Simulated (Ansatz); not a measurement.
One change: `C[N]=[W](=[O])([OH])[OH]` becomes `C[N]=[W](=[O])([OH])[N](C)C`.

Ansatz, PBE0-D4/def2-TZVP geometries, multiplicity 1. Each molecule was computed in one conformer, which needn't be the lowest.

Elements past krypton have def2 core potentials.

| property | `C[N]=[W](=[O])([OH])[OH]` |
| --- | --- |
| LUMO energy (B3LYP/def2-TZVPP) / eV | -1.02 |
| LUMO energy (PBE/def2-TZVPP) / eV | -1.56 |
| LUMO energy (PBE0/def2-TZVPP) / eV | -0.77 |
| HOMO energy (PBE0/def2-TZVPP) / eV | -7.54 |
| size of the dipole moment (B3LYP/def2-TZVPP) / D | 4.29 |
| HOMO–LUMO gap (PBE0/def2-TZVPP) / eV | 6.77 |

Q: What does the change do to each property? (Estimate.)

A: Ansatz gave: 
```tsv
property	`C[N]=[W](=[O])([OH])[N](C)C`	shift
LUMO energy (B3LYP/def2-TZVPP) / eV	-0.75	0.27
LUMO energy (PBE/def2-TZVPP) / eV	-1.34	0.22
LUMO energy (PBE0/def2-TZVPP) / eV	-0.52	0.25
HOMO energy (PBE0/def2-TZVPP) / eV	-6.83	0.71
size of the dipole moment (B3LYP/def2-TZVPP) / D	3.61	-0.68
HOMO–LUMO gap (PBE0/def2-TZVPP) / eV	6.31	-0.46
```

With PBE0 the HOMO rises by 0.71 eV and the LUMO rises by 0.25 eV, so the gap narrows by about 0.46 eV. PBE moves the HOMO by 0.63 eV and ωB97M-V by 0.73 eV. Dipoles are sizes alone; their direction can turn.

Positive LUMOs are unbound, so they and the gaps depend on the basis.

B3LYP here is the variant with VWN-RPA as its local correlation; programs differ in this.
